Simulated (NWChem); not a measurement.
System: CH$_{6}$AlNO; SMILES C[O][AlH][NH2]

Excerpt of the output:

```
             Northwest Computational Chemistry Package (NWChem) 7.3.0
             --------------------------------------------------------

                             Geometry "geometry" -> ""
                             -------------------------

 Output coordinates in angstroms (scale by  1.889725989 to convert to a.u.)

  No.       Tag          Charge          X              Y              Z
 ---- ---------------- ---------- -------------- -------------- --------------
    1 Al                  13.0000    -0.78572300     0.63810800     0.00039900
    2 H                    1.0000    -2.24852500     1.24692200    -0.01223000
    3 O                    8.0000    -0.64316900    -1.06986400    -0.02614800
    4 C                    6.0000     0.35622900    -2.04510900    -0.02679600
    5 H                    1.0000     1.39203600    -1.62666800    -0.00424100
    6 H                    1.0000     0.25634000    -2.71773500     0.85663300
    7 H                    1.0000     0.28356300    -2.68861100    -0.93425700
    8 N                    7.0000     0.65088600     1.69337400     0.04058000
    9 H                    1.0000     0.60245800     2.71464500     0.05759800
   10 H                    1.0000     1.62836800     1.39467800     0.04957800

 Effective nuclear repulsion energy (a.u.)     157.4499910561

                              NWChem Property Module
                              ----------------------

  itol2e modified to match energy
  convergence criterion.

                                 NWChem DFT Module
                                 -----------------

 Summary of "ao basis" -> "ao basis" (spherical)
 ------------------------------------------------------------------------------
       Tag                 Description            Shells   Functions and Types
 ---------------- ------------------------------  ------  ---------------------
 Al                        def2-tzvp                13       37   5s5p2d1f
 H                         def2-tzvp                 4        6   3s1p
 O                         def2-tzvp                11       31   5s3p2d1f
 C                         def2-tzvp                11       31   5s3p2d1f
 N                         def2-tzvp                11       31   5s3p2d1f

  itol2e modified to match energy
  convergence criterion.

[...]

          -----------------------
          Electric field gradient
          -----------------------

 1 a.u. = 0.324123 10**(16) esu/cm**3  ( or statvolts/cm**2 ) = 0.97174 10**(22) v/m**2

 ------------------------------------------------------------
   Atom      X         Y         Z
 ------------------------------------------------------------
    1 Al  -1.48480   1.20585   0.00075
 ------------------------------------------------------------

 Electric field gradient in molecular frame (a.u.)
         XX             YY             ZZ             XY             XZ             YZ
 ------------------------------------------------------------------------------------------
        0.640637       0.362948      -1.003585      -0.010508       0.025491       0.022617

 Principal components (a.u.) and orientation
 of principal axis w.r.t. absolute frame                      Asymmetry parameter eta
 --------------------------------------------------------------------------------------
       -1.004360       0.641403       0.362956                       0.277238

       -0.015598       0.999222       0.036231
       -0.016657      -0.036490       0.999195
        0.999740       0.014982       0.017213

 ------------------------------------------------------------
   Atom      X         Y         Z
 ------------------------------------------------------------
    2 H   -4.24910   2.35634  -0.02311
 ------------------------------------------------------------

 Electric field gradient in molecular frame (a.u.)
         XX             YY             ZZ             XY             XZ             YZ
 ------------------------------------------------------------------------------------------
       -0.087929       0.031037       0.056892       0.061193      -0.001233       0.000518

 Principal components (a.u.) and orientation
 of principal axis w.r.t. absolute frame                      Asymmetry parameter eta
 --------------------------------------------------------------------------------------
       -0.113796       0.056903       0.056893                       0.000090

        0.921116      -0.101987       0.375692
       -0.389210      -0.221841       0.894037
        0.007836       0.969735       0.244035

 ------------------------------------------------------------
   Atom      X         Y         Z
 ------------------------------------------------------------
    3 O   -1.21541  -2.02175  -0.04941
 ------------------------------------------------------------

 Electric field gradient in molecular frame (a.u.)
         XX             YY             ZZ             XY             XZ             YZ
 ------------------------------------------------------------------------------------------
       -0.145440      -0.653396       0.798836       1.202819       0.005361      -0.005439

 Principal components (a.u.) and orientation
 of principal axis w.r.t. absolute frame                      Asymmetry parameter eta
 --------------------------------------------------------------------------------------
       -1.628782       0.829940       0.798843                       0.019092

       -0.629840       0.776550      -0.016475
        0.776719       0.629608      -0.017389
        0.003131       0.023749       0.999713

 ------------------------------------------------------------
   Atom      X         Y         Z
 ------------------------------------------------------------
    4 C    0.67318  -3.86470  -0.05064
 ------------------------------------------------------------

[...]
```

Level: PBE0/def2-TZVP. Coordinates come from a PBE-D3(BJ)/def2-SVP optimisation. NWChem prints the field gradient with the sign opposite to the second derivative of the potential.

Which NWChem input produces such a log?

This is not unique; one that fits is the input that was run:
```
start job
memory heap 200 mb stack 900 mb global 1100 mb
geometry units angstroms noautosym nocenter noautoz
  Al    -0.785723     0.638108     0.000399
  H     -2.248525     1.246922    -0.012230
  O     -0.643169    -1.069864    -0.026148
  C      0.356229    -2.045109    -0.026796
  H      1.392036    -1.626668    -0.004241
  H      0.256340    -2.717735     0.856633
  H      0.283563    -2.688611    -0.934257
  N      0.650886     1.693374     0.040580
  H      0.602458     2.714645     0.057598
  H      1.628368     1.394678     0.049578
end
basis spherical
  * library def2-tzvp
end
dft
  xc pbe0
  iterations 150
end
property
  efieldgrad
end
task dft property
```
